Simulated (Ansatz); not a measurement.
`CC#[N+][BH-](C)C`. Charge 0, multiplicity 1.

Cartesian coordinates in Å:
```
C 0.765 0.820 2.887
C 0.411 0.605 1.505
N 0.131 0.444 0.409
B -0.254 0.198 -1.095
C 0.932 -0.695 -1.733
C -1.708 -0.507 -1.087
H -0.017 0.422 3.536
H 1.706 0.315 3.111
H 0.879 1.888 3.079
H -0.283 1.333 -1.544
H 1.918 -0.224 -1.668
H 1.005 -1.689 -1.275
H 0.725 -0.851 -2.796
H -2.036 -0.654 -2.121
H -1.695 -1.496 -0.614
H -2.481 0.090 -0.592
```

(1) List the harmonic frequencies (cm⁻¹, unscaled) at PBE0-D4/def2-TZVP in Ansatz. (Best estimate.)

(2) Is this a minimum?

(3) Give the ideal-gas thermochemistry at 298.15 K and 1 bar (rigid rotor, harmonic oscillator; point group Cs, symmetry number 1).

(4) Rotational constants (cm⁻¹)?

Answers

(1) Ansatz gave: 26, 86, 109, 194, 220, 258, 299, 336, 458, 503, 523, 762, 763, 801, 914, 973, 998, 1027, 1047, 1048, 1100, 1131, 1304, 1314, 1400, 1457, 1457, 1463, 1464, 1473, 1480, 2416, 2450, 3017, 3019, 3068, 3084, 3086, 3101, 3103, 3151, 3152.

(2) Yes, all 42 modes are real.

(3) Zero-point energy 353.1 kJ/mol; H(298) − E = 378.8 kJ/mol; entropy 383.7 J/(mol·K), of which translation 164.0, rotation 114.4, vibration 105.3; G(298) − E = 264.4 kJ/mol. Modes under 100 cm⁻¹ are hindered rotations or soft bends, so the harmonic entropy is rough.

(4) 0.219, 0.05783, 0.04905.
